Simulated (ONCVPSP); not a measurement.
## Which change was made? (Mn, ONCV)

manganese, optimised norm-conserving Vanderbilt (ONCV), made with ONCVPSP 4.0.1 (Wu-Cohen, scalar-relativistic). Core [Ne], reference 3s2 3p6 3d5 4s1.5 4p0.5. Waves: 3s+4s: rc 1.60 bohr, ncon 4, nbas 9, qcut 8.4 1/bohr, 2 projectors; 3p+4p: rc 1.30 bohr, ncon 4, nbas 8, qcut 12.5 1/bohr, 3 projectors, debl 0.8 Ha; 3d: rc 2.00 bohr, ncon 3, nbas 8, qcut 8.5 1/bohr, 2 projectors, debl 0.4 Ha. Local part: polynomial inside 1.25 bohr (lpopt 5, dvloc0 6 Ha). Core correction: Teter function, fcfact 3.75, rcfact 1.2.

Cutoffs, loose and tight: the cutoffs (Ha) at which the residual kinetic energy of the hardest occupied pseudo-wave falls to 1 and 0.1 mHa per electron. They do not see the model core or the augmentation charge, which bear on the density cutoff. Test errors are all-electron minus pseudo excitation energies from the reference, over the configurations 3s2 3p6 3d5 4s2 4p0; 3s2 3p6 3d5 4s1 4p0; 3s2 3p6 3d5 4s0 4p0; 3s1 3p6 3d5 4s2 4p0; variants that change the core or the reference have their own tests.

The base gives: outcome: generated; cutoff, loose: 31 Ha; cutoff, tight: 38 Ha; bound ghosts: none; GHOST(+) flags above zero: none; largest test error (meV): -659.

Problem. After one change the result is: outcome: generated, projector energies reset by the program; cutoff, loose: 79 Ha; cutoff, tight: 289 Ha; bound ghosts: s; GHOST(+) flags above zero: p; largest test error (meV): -241. Which change was it?
A. all radii but the core radius scaled by about 1.14 (s 1.84, p 1.48, d 2.28 bohr); local potential polynomial inside 1.44 bohr (lpopt 5, dvloc0 6 Ha)
B. s: qcut 11.6
C. core [Ar], valence charge 7; reference 3d5 4s2; waves now 4s: rc 2.15 bohr, ncon 3, nbas 7, qcut 3.3 1/bohr, 2 projectors, debl 2 Ha; p scattering state at 0.4 Ha: rc 2.25 bohr, ncon 3, nbas 8, qcut 2.9 1/bohr, 2 projectors, debl 2.1 Ha; 3d: rc 1.00 bohr, ncon 4, nbas 9, qcut 11.3 1/bohr, 2 projectors, debl 2.8 Ha; local potential polynomial inside 0.70 bohr (lpopt 3, dvloc0 3 Ha)
D. s: qcut 11.8; p: qcut 17.5; d: qcut 11.9

Solution. C. The others give: s: qcut 11.6 → outcome: generated; cutoff, loose: 33 Ha; cutoff, tight: 41 Ha; bound ghosts: none; GHOST(+) flags above zero: none; largest test error (meV): -487 | s: qcut 11.8; p: qcut 17.5; d: qcut 11.9 → outcome: failed: ERROR pspot: first pseudo wave function has node, program will stop | all radii but the core radius scaled by about 1.14 (s 1.84, p 1.48, d 2.28 bohr); local potential polynomial inside 1.44 bohr (lpopt 5, dvloc0 6 Ha) → outcome: generated; cutoff, loose: 31 Ha; cutoff, tight: 37 Ha; bound ghosts: none; GHOST(+) flags above zero: none; largest test error (meV): -865.
